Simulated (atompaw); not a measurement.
**Cutoff test, sulfur, PAW (atompaw)**

| Item | Value |
| --- | --- |
| Element | S |
| Generator | atompaw 4.2.0.5 |
| Type | PAW |
| Functional | LDA (PW92) |
| Relativity | scalar-relativistic |
| Frozen core | [Ne] |
| Valence charge | 6 |
| Reference configuration | 3s2 3p2 (charge +2) |
| Partial waves | 3s (bound): rc 1.45 bohr; 3s channel at 0.45 Ry: rc 1.45 bohr; 3p (bound): rc 1.40 bohr; 3p channel at 0.5 Ry: rc 1.45 bohr |
| Local potential | bessel scheme, radius 0.95 bohr |
| Core correction | smooth core density matched at 1.25 bohr |
| Augmentation charge | sinc compensation charge, radius 1.40 bohr; PAW radius 1.45 bohr; waves and projectors: custom rrkj vanderbiltortho |

The pseudo-atom Hamiltonian at the reference potential is diagonalised in spherical Bessel functions j_l(qr) that vanish at 20 bohr, with q² up to the cutoff. All-electron valence levels (Ry): 3s -2.8956, 3p -2.0633.

Q: How do the lowest levels (Ry) of each channel move with the cutoff, and are there ghosts?

A:

```json
{"cutoff (Ry)": "8", "s #1": "-2.8797", "s #2": "-0.8466", "p #1": "-2.0180", "p #2": "-0.6310", "d #1": "-0.8077", "d #2": "-0.3403", "f #1": "-0.2817", "Σ f·Δε (mRy)": "123.0"}
{"cutoff (Ry)": "12", "s #1": "-2.8890", "s #2": "-0.8502", "p #1": "-2.0571", "p #2": "-0.6440", "d #1": "-0.8476", "d #2": "-0.3512", "f #1": "-0.2821", "Σ f·Δε (mRy)": "26.0"}
{"cutoff (Ry)": "18", "s #1": "-2.8950", "s #2": "-0.8536", "p #1": "-2.0629", "p #2": "-0.6463", "d #1": "-0.8740", "d #2": "-0.3583", "f #1": "-0.2822", "Σ f·Δε (mRy)": "2.5"}
{"cutoff (Ry)": "25", "s #1": "-2.8953", "s #2": "-0.8541", "p #1": "-2.0631", "p #2": "-0.6464", "d #1": "-0.8835", "d #2": "-0.3610", "f #1": "-0.2822", "Σ f·Δε (mRy)": "1.5"}
{"cutoff (Ry)": "35", "s #1": "-2.8956", "s #2": "-0.8541", "p #1": "-2.0632", "p #2": "-0.6464", "d #1": "-0.8888", "d #2": "-0.3624", "f #1": "-0.2822", "Σ f·Δε (mRy)": "0.8"}
{"cutoff (Ry)": "45", "s #1": "-2.8957", "s #2": "-0.8541", "p #1": "-2.0633", "p #2": "-0.6464", "d #1": "-0.8898", "d #2": "-0.3627", "f #1": "-0.2822", "Σ f·Δε (mRy)": "0.3"}
{"cutoff (Ry)": "400", "s #1": "-2.8957", "s #2": "-0.8541", "p #1": "-2.0634", "p #2": "-0.6464", "d #1": "-0.8900", "d #2": "-0.3628", "f #1": "-0.2822", "Σ f·Δε (mRy)": "0.0"}
```

Result: no extra level below or beside the all-electron valence levels (s, p, d, f tested); 10 mRy is reached at 15 Ry and 1 mRy at 35 Ry.
